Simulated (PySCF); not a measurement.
**Spinor energies of Rb (rubidium, neutral)**

Start: [Kr] 5p1; 5p3/2 filled at m_j = +3/2. Calculated with PySCF 2.14 in x2c-TZVPall-2c (8s9p7d1f, 77 functions): generalised Hartree-Fock with the X2C-1e Hamiltonian and a Gaussian nucleus; one run each with spin-orbit coupling (SO) switched off, then screened by Boettger's factors. This is a chosen level, not necessarily the ground level.

| spinor shell | electrons | ε, spin-free (eV) | ε, screened SO (eV) | weight of nominal j (screened SO) | rms radius, screened SO (bohr) |
| --- | --- | --- | --- | --- | --- |
| 1s1/2 | 2 | -15288.3 | -15287.8 | 1.000 | 0.0464 |
| 2s1/2 | 2 | -2109.3 | -2109.2 | 1.000 | 0.192 |
| 2p1/2 | 2 | -1864.5 | -1906.4 | 1.000 | 0.169 |
| 2p3/2 | 4 | -1864.5 | -1844.6 | 1.000 | 0.173 |
| 3s1/2 | 2 | -342.99 | -342.97 | 1.000 | 0.543 |
| 3p1/2 | 2 | -261.97 | -268.59 | 1.000 | 0.550 |
| 3p3/2 | 4 | -261.97 | -258.84 | 1.000 | 0.561 |
| 3d3/2 | 4 | -127.65 | -128.63 | 1.000 | 0.575 |
| 3d5/2 | 6 | -127.65 | -126.99 | 1.000 | 0.579 |
| 4s1/2 | 2 | -43.944 | -43.952 | 1.000 | 1.57 |
| 4p1/2 | 2 | -23.349 | -24.027 | 0.999 | 1.83 |
| 4p3/2 | 4 | -23.349 | -23.044 | 1.000 | 1.86 |
| 5p3/2 | 1 | -2.454 | -2.446 | 1.000 | 7.98 |

```json
{"quantity": "E (hartree)", "spin-free": "-2978.96005", "screened SO": "-2979.16869"}
{"quantity": "M_J", "spin-free": "3/2", "screened SO": "3/2"}
{"quantity": "⟨J²⟩", "spin-free": "3.750", "screened SO": "3.750"}
{"quantity": "⟨L²⟩", "spin-free": "2.000", "screened SO": "2.005"}
{"quantity": "⟨S²⟩", "spin-free": "0.750", "screened SO": "0.755"}
```

Breit and QED terms are absent; they matter most for the inner s and p1/2 levels.

Densities and radii are taken from the X2C orbitals without a picture-change correction, which distorts them close to the nucleus.

Without spin-orbit coupling the j labels of p, d and f shells carry no meaning; the spin-free column gives the mean over the occupied spinors of each nl shell.
